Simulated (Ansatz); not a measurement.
This geometry of AlBH$_{5}$NS (9 atoms, charge 0, multiplicity 1) is a first-order saddle point.

Level of theory: RKS PBE0-D4/def2-SVP (Ansatz).

```xyz
9
Properties=species:S:1:pos:R:3
B -1.523 1.239 -0.038
S -0.890 0.683 1.539
Al 0.767 -0.673 0.930
N 1.241 -0.968 -0.768
H -2.462 1.996 -0.015
H -1.038 0.873 -1.082
H 1.498 -1.357 2.151
H 1.730 -0.266 -1.317
H 0.677 -1.526 -1.402
```

Problem. Which two structures does it join? (They come from a converged band through this point; their orientation in space is the band's.)

Solution. No bond is made or broken. The dihedral S2–Al3–N4–H9 goes from 0 to -180°. The two ends are copies of one structure, up to a mirror image or an exchange of like atoms.

First end point:

```xyz
9
Properties=species:S:1:pos:R:3
B -1.829 0.794 -0.073
S -1.103 0.432 1.516
Al 0.909 -0.328 0.948
N 1.321 -0.654 -0.735
H -2.953 1.231 -0.071
H -1.240 0.624 -1.114
H 1.956 -0.586 2.101
H 2.229 -0.989 -1.037
H 0.712 -0.524 -1.534
```

Last end point:

```xyz
9
Properties=species:S:1:pos:R:3
B -1.838 0.770 -0.074
S -1.093 0.459 1.516
Al 0.905 -0.337 0.950
N 1.340 -0.604 -0.738
H -2.961 1.208 -0.070
H -1.263 0.564 -1.116
H 1.922 -0.672 2.109
H 0.749 -0.423 -1.541
H 2.239 -0.965 -1.038
```

Problem. How far does it lie above each of them?

Solution. 35.9 kJ/mol above the first and 35.9 kJ/mol above the second. This is the barrier of this one path; another mechanism may lie lower.

Run time: 7.4 min on 1 CPU thread of a shared host.
